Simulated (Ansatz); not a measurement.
Gas-phase electronic energies from Ansatz, PBE0-D4/def2-TZVP geometries. CBS: MP2 limit from def2 TZ/QZ plus the TZ coupled-cluster correction, frozen cores. This one scheme is used for every species. DFT in def2-TZVPP. Each species was taken in one conformer, which may not be the lowest.

`C[SiH](F)B[SiH3]` → `CB[SiH3]` + `F[SiH]`  (silylene formation by 1,1-elimination)

Is it downhill or uphill in electronic energy at CCSD(T)/CBS, and by how much? (Best estimate.)

The calculation gave: Uphill: ΔE = +1.96 eV.

What do these levels give: BLYP-D4, r2SCANh-D4, CAM-B3LYP-D4, PBE-QIDH, PBE, BLYP, r2SCANh, r2SCAN0, BHLYP, MP2/def2-SVP, CCSD/def2-SVP, CCSD(T)/def2-TZVPP? (Best estimate.)

Ansatz gave: BLYP-D4 1.74, r2SCANh-D4 2.17, CAM-B3LYP-D4 1.92, PBE-QIDH 2.11, PBE 1.87, BLYP 1.56, r2SCANh 2.14, r2SCAN0 2.15, BHLYP 1.87, MP2/def2-SVP 1.90, CCSD/def2-SVP 1.74, CCSD(T)/def2-TZVPP 1.90 eV.

Largest T1 diagnostic among the species: 0.015.

In def2-TZVPP, CCSD(T) changes the Hartree–Fock value by +0.11 eV (the triples alone add +0.03 eV) and MP2 by +0.23 eV. At CCSD(T), def2-SVP lies −0.20 eV from the extrapolated value and def2-TZVPP −0.06 eV.
